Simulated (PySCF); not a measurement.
# Molecular orbitals of BeO⁺

M06-2X at R = 1.451 Å; PySCF, no relativity, basis sets Be cc-pVDZ, O cc-pVDZ. State: ²Π (doublet), unpaired electrons π ↑. Only the outer orbitals are listed, counted within each symmetry.

```json
{"spin": "α", "orbital": "3σ", "occ.": "1", "ε (eV)": "-37.19", "on Be (%)": "14", "main shells (%)": "85 O s"}
{"spin": "α", "orbital": "1π", "occ.": "1", "ε (eV)": "-20.48", "on Be (%)": "10", "main shells (%)": "90 O p"}
{"spin": "α", "orbital": "4σ", "occ.": "1", "ε (eV)": "-20.35", "on Be (%)": "19", "main shells (%)": "74 O p, 12 Be s"}
{"spin": "α", "orbital": "1π", "occ.": "1", "ε (eV)": "-18.89", "on Be (%)": "14", "main shells (%)": "86 O p, 11 Be p"}
{"spin": "α", "orbital": "5σ", "occ.": "0", "ε (eV)": "-10.93", "on Be (%)": "98", "main shells (%)": "68 Be s, 30 Be p"}
{"spin": "α", "orbital": "2π", "occ.": "0", "ε (eV)": "-6.68", "on Be (%)": "95", "main shells (%)": "93 Be p"}
{"spin": "α", "orbital": "2π", "occ.": "0", "ε (eV)": "-6.51", "on Be (%)": "92", "main shells (%)": "90 Be p"}
{"spin": "β", "orbital": "3σ", "occ.": "1", "ε (eV)": "-34.94", "on Be (%)": "16", "main shells (%)": "82 O s, 8 Be p"}
{"spin": "β", "orbital": "4σ", "occ.": "1", "ε (eV)": "-19.43", "on Be (%)": "19", "main shells (%)": "73 O p, 13 Be s, 8 O s"}
{"spin": "β", "orbital": "1π", "occ.": "1", "ε (eV)": "-17.97", "on Be (%)": "16", "main shells (%)": "83 O p, 14 Be p"}
{"spin": "β", "orbital": "5σ", "occ.": "0", "ε (eV)": "-10.96", "on Be (%)": "98", "main shells (%)": "66 Be s, 31 Be p"}
{"spin": "β", "orbital": "1π", "occ.": "0", "ε (eV)": "-10.72", "on Be (%)": "43", "main shells (%)": "57 O p, 41 Be p"}
{"spin": "β", "orbital": "2π", "occ.": "0", "ε (eV)": "-6.35", "on Be (%)": "90", "main shells (%)": "87 Be p, 10 O p"}
```

Which are the highest filled and the lowest empty level, where do they sit, and how wide is the gap?

Highest filled β 1π at -17.97 eV (in %: 83 O p, 14 Be p); lowest empty β 5σ at -10.96 eV (in %: 66 Be s, 31 Be p); the gap at M06-2X is 7.01 eV.

```json
{"bond order (Mayer)": "1.64", "⟨S²⟩": "0.754", "charge on Be (Mulliken, basis-dependent)": "0.92", "charge on Be (Löwdin, basis-dependent)": "1.08", "dipole moment (positive dipole points towards O; it is taken about the centre of mass and depends on that origin)": "-7.64 D"}
```

The state was picked by a PBE0 search and need not be the measured ground state.
